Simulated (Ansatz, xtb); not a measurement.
# Two isomers of AlN2Si

We compare a, `[N]=[Si]=[N][Al]`, a doublet, with b, `[Al]1[N]2[Si][N]12`, a doublet. Both are isolated molecules in the gas phase, relaxed with r2SCAN-D4/def2-SVP.

Quicker runs give these differences E(b) − E(a): GFN2-xTB +12.4 kcal/mol; HF/STO-3G −69.1 kcal/mol (at GFN2-xTB geometries); r2SCAN-D4/def2-SVP//GFN2-xTB −18.7 kcal/mol.

Q: Estimate which is lower in electronic energy at CCSD(T)/def2-SVP, and by roughly how much.

A: The CCSD(T)/def2-SVP calculation puts structure b lower, by 27.3 kcal/mol.

How the difference moves with the method:

```csv
level,geometry,E(b) − E(a) (kcal/mol),departure from the last row (kcal/mol),"job, with rough time for the two"
GFN2-xTB,GFN2-xTB,+12.4,+39.7,"optimisation, 0.7 s"
HF/STO-3G,GFN2-xTB,−69.1,−41.8,"single point, 10 s"
r2SCAN-D4/def2-SVP//GFN2-xTB,GFN2-xTB,−18.7,+8.6,"single point, 20 s"
r2SCAN-D4/def2-SVP,r2SCAN-D4/def2-SVP,−22.3,+5.0,"optimisation, 8.1 min"
HF/def2-SVP,r2SCAN-D4/def2-SVP,−22.4,+4.8,part of the CCSD(T) run
MP2/def2-SVP,r2SCAN-D4/def2-SVP,−26.7,+0.6,part of the CCSD(T) run
CCSD(T)/def2-SVP,r2SCAN-D4/def2-SVP,−27.3,,"single point, 52 s"
```

As drawn, b has 1 Al–N, 2 N–Si, 1 N–N in place of 2 N=Si. Structure a has no ring, b 2 3-membered rings.

GFN2-xTB puts the two in the other order. The largest departure from CCSD(T)/def2-SVP is that of HF/STO-3G, 41.8 kcal/mol.

With harmonic frequencies from r2SCAN-D4/def2-SVP (ideal gas, rigid rotor, one conformer each, 298.15 K, 1 atm): on the last row, ΔE + ΔZPE = −27.4, ΔH = −27.6, ΔG = −26.9 kcal/mol.

Open shells are spin-unrestricted, with notable spin contamination under HF/STO-3G, HF/def2-SVP, MP2/def2-SVP, CCSD(T)/def2-SVP. The correlated steps freeze 12 core orbitals. Run with Ansatz 0.2.0, xtb 6.7.1; the last row on 1 thread of AMD EPYC (Zen 3) on a shared host.
